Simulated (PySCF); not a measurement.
Species: C4HN2OS (charge -1).
Numbering: `[C-:1]#[N+:2][c:3]1[n:4][cH:5][c:6]([O-:7])[s:8]1` (hydrogens: H9 on C5)

The calculation used PBE0-D3(BJ)/def2-SVP geometry optimisation, gas phase (PySCF).

Question: List the bond lengths and angles at this level.

Answer: 
```json
{"bond": "C1≡N2", "length (Å)": "1.179"}
{"bond": "N2–C3", "length (Å)": "1.363"}
{"bond": "C3–N4", "length (Å)": "1.305"}
{"bond": "N4–C5", "length (Å)": "1.343"}
{"bond": "C5–C6", "length (Å)": "1.422"}
{"bond": "C6–O7", "length (Å)": "1.219"}
{"bond": "C6–S8", "length (Å)": "1.876"}
{"bond": "C3–S8", "length (Å)": "1.752"}
{"bond": "C5–H9", "length (Å)": "1.092"}
```

A selection of angles:
```json
{"angle": "C1–N2–C3", "degrees": "177.8"}
{"angle": "N2–C3–N4", "degrees": "123.2"}
{"angle": "N2–C3–S8", "degrees": "121.2"}
{"angle": "N4–C3–S8", "degrees": "115.6"}
{"angle": "C3–N4–C5", "degrees": "112.9"}
{"angle": "N4–C5–C6", "degrees": "119.0"}
{"angle": "C5–C6–O7", "degrees": "133.6"}
{"angle": "C5–C6–S8", "degrees": "103.6"}
{"angle": "O7–C6–S8", "degrees": "122.8"}
{"angle": "C3–S8–C6", "degrees": "88.8"}
```

The 5-membered ring C3–N4–C5–C6–S8 has internal angles of 88.8° to 119.0° (sum 540°, against 540° for a flat polygon); it is planar, 0.00 Å rms from its mean plane, widest ring torsion 0°. C5 (aromatic CH next to a ring nitrogen) is planar (angles 120.7°, 120.3° and 119.0°, sum 360.0°, 0.00 Å off the plane of its three neighbours). The C–S distances run from 1.752 Å (C3–S8, aromatic) to 1.876 Å (C6–S8, aromatic), a spread of 0.124 Å. The C–N distances run from 1.179 Å (C1≡N2, drawn triple) to 1.363 Å (N2–C3, drawn single), a spread of 0.184 Å. C6 (aromatic carbon bearing oxygen) is planar (angles 133.6°, 122.8° and 103.6°, sum 360.0°, 0.00 Å off the plane of its three neighbours). The 8 heavy atoms lie in one plane (0.001 Å rms). C3 (aromatic carbon bearing nitrogen) is planar (angles 123.2°, 121.2° and 115.6°, sum 360.0°, 0.00 Å off the plane of its three neighbours).

Point group: Cs (every atom within 0.08 Å of its image). Not checked by PBE0-D3(BJ)/def2-SVP frequencies.
